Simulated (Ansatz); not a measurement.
# SnO: shapes and states compared

Program: Ansatz, Gaussian basis, development build. Basis cc-pwCVTZ-PP on Sn, cc-pVTZ on O, scalar-relativistic core potentials (28 electrons on Sn), no spin–orbit coupling, 5 orbitals frozen in the corrections; active space CAS(10,8). Restricted Hartree–Fock, then the lowest state-specific CASSCF solution met for each case. Coupled cluster stands on the determinant that it favours, not always the lowest RHF. On stretched bonds single-reference methods can fail or change state. Solutions in different active orbitals can move differences by tenths of an eV and at times more than 1 eV.

Case A, singlet: bond length 2.1079 Å.

Case B, triplet: bond length 1.8330 Å.

Case C, singlet: bond length 1.8330 Å.

Energy less that of case A, in eV:

```csv
case,RHF/ROHF,CASSCF,CCSD(T)
B,-0.445,+2.482,+2.252
C,-1.534,-0.876,-0.857
```

(1) What does SC-NEVPT2 give for these differences?

(2) Which case is lowest, and do the methods agree?

## Answers

(1) B: +2.332 eV (53.8 kcal/mol); C: -0.815 eV (-18.8 kcal/mol).

(2) C is lowest in SC-NEVPT2. Of the methods shown, RHF/ROHF, CASSCF, CCSD(T) agree.
